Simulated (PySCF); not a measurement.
H2O2Zr, neutral, multiplicity 3. Atoms are numbered in the order given.

```xyz
5

Zr     0.0000     0.0000    -0.1785
O      0.0000    -1.8665     0.3392
H      0.0000    -2.6676     0.8553
O      0.0000     1.8665     0.3392
H      0.0000     2.6676     0.8553
```
Charge 0, spin multiplicity 3.

Coordinates come from a PBE0-D3(BJ)/def2-TZVP optimisation. The multiplicity is an assumed one; other spin states were not compared. The def2 effective core potentials stand for the cores of Zr; spin–orbit coupling is left out. One conformer was computed; it need not be the lowest.

These are PBE/def2-TZVPD in PySCF values and carry that method's errors.

Mulliken values depend strongly on the basis, most of all with diffuse functions as here. ESP charges are fitted to the potential on shells at 1.4 to 2.0 van der Waals radii. Atomic charges (e):

```
atom  Mulliken  ESP fit  Mulliken spin
----  --------  -------  -------------
Zr1       0.87      ___           2.10
O2       -0.67      ___          -0.06
H3        0.23      ___           0.01
O4       -0.67      ___          -0.06
H5        0.23      ___           0.01
```

Question: Some entries are withheld; supply them. (An estimate is asked for; the answer gives what the named calculation found.)

Answer: 
- Zr1, ESP fit: 0.49
- O2, ESP fit: -0.66
- H3, ESP fit: 0.41
- O4, ESP fit: -0.66
- H5, ESP fit: 0.41
